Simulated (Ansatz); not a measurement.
Frontier orbitals of C$_{2}$H$_{9}$GaOSi, SMILES `[CH3][Ga]([CH3])[O][SiH3]`.

Cartesian coordinates in Å:
```
C 0.0084 -1.4930 1.3248
Ga 0.3186 0.2761 0.5433
C 1.1903 1.8964 1.2009
O -0.3108 0.4822 -1.1344
Si -1.0880 -0.3644 -2.2794
H 0.3930 -1.5676 2.3426
H -1.0620 -1.7120 1.3358
H 0.4883 -2.2592 0.7109
H 0.5537 2.7614 1.0049
H 2.1264 2.0509 0.6581
H 1.4124 1.8484 2.2674
H -0.2439 -0.4898 -3.5004
H -1.4280 -1.7444 -1.8170
H -2.3584 0.3149 -2.6576
```

Charge 0, multiplicity 1. Correlated methods include outer-core shells of Ga, which these sets cover unevenly. Scalar relativity is left out up to krypton. The geometry is a stationary point of PBE0-D4/def2-TZVP. It is one conformer, not always the lowest. Basis def2-TZVPP, the Gaussian-basis code of Ansatz.

(1) Compute the vertical ionisation energy as the energy of the cation minus that of the neutral molecule, at each level. (Estimate.)

## Answers

(1) Ansatz gave: 
```tsv
level	IE (eV)	difference from CCSD(T)/def2-TZVPP
PBE-D4/def2-TZVPP	9.13	-0.87
r2SCAN-D4/def2-TZVPP	9.29	-0.71
PBE0-D4/def2-TZVPP	9.56	-0.44
B3LYP-D4/def2-TZVPP	9.55	-0.45
ωB97X-V/def2-TZVPP	9.94	-0.06
ωB97M-V/def2-TZVPP	9.91	-0.09
B2PLYP/def2-TZVPP	9.70	-0.30
HF/def2-TZVPP	9.29	-0.71
MP2/def2-TZVPP	10.29	0.29
CCSD/def2-TZVPP	10.05	0.05
CCSD(T)/def2-TZVPP	10.00	0.00
HF/def2-QZVPP	9.28	-0.72
MP2/def2-QZVPP	10.32	0.32
```

B3LYP here is the variant with VWN-RPA as its local correlation; programs differ in this.
